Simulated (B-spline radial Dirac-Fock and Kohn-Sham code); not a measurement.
Rh: input and output of one calculation

ΔSCF core binding energies without Breit or QED terms, calculated with a radial finite-basis atomic code. Keys: rel is the Hamiltonian (dirac, or spin-free x2c and nr, where L3 and M5 stand for the whole 2p and 3d shells), method is hf or an exchange,correlation pair (spin-unpolarised, also for the hole states), nuc the nuclear model, radius_factor scales its radius, rmax is the box in bohr, h the logarithmic mesh step, order the B-spline order, points the quadrature points per cell, c_factor scales the speed of light, and damp, ndamp, maxit and tol steer the iteration. The run stops when the commutator error falls below 10·tol·max(1, Z/10), or the numerical noise floor, and the energy has settled to about 1e-8 Ha; the virial ratio is −V/T.

Input (task.json):

```json
{"items": [{"Z": 45, "q": 0, "cfg": [[1, 0, 2], [2, 0, 2], [2, 1, 6], [3, 0, 2], [3, 1, 6], [3, 2, 10], [4, 0, 2], [4, 1, 6], [4, 2, 8], [5, 0, 1]], "A": 103, "rrms": 4.4945, "do": "settings", "holes": ["K", "L3", "M5"],
  "settings": [{"rel": "dirac", "method": "hf", "nuc": "fermi", "radius_factor": 1.0, "rmax": 45.0, "h": 0.3, "order": 4, "points": 10, "c_factor": 1.0, "maxit": 94, "damp": 0.5, "ndamp": 3, "tol": 1e-08}]}]}
```

Command: `python xray2_run.py task.json out`

Ground-state iterations:

```
iter   energy (Ha)        error
   1    -4779.59034500  1.59e+00
   2    -4780.67648329  2.89e-01
   3    -4782.56259772  3.73e-02
   4    -4782.62395520  6.91e-03
   5    -4782.62757606  2.39e-03
   6    -4782.62779701  2.56e-03
   7    -4782.62792648  3.76e-04
   8    -4782.62793081  1.17e-04
   9    -4782.62793142  1.25e-05
  10    -4782.62793143  1.81e-07
```

The ground state converged in 10 iterations, with total energy -4782.62793 Ha, virial ratio 1.95904 and highest orbital energy -6.21 eV. ΔSCF binding energies: K (1s) 23296.1 eV, L3 (2p3/2) 3018.2 eV. Holes are computed only in closed shells, and unreliable hole states are left out.

Q: One setting is unsound. Which, and why?

A: order is too low for an accurate radial basis. With the default settings (Dirac Hartree-Fock): The ground state converged in 10 iterations, with total energy -4782.64583 Ha, virial ratio 1.95904 and highest orbital energy -6.21 eV. ΔSCF binding energies: K (1s) 23296.1 eV, L3 (2p3/2) 3018.2 eV. Holes are computed only in closed shells, and unreliable hole states are left out.
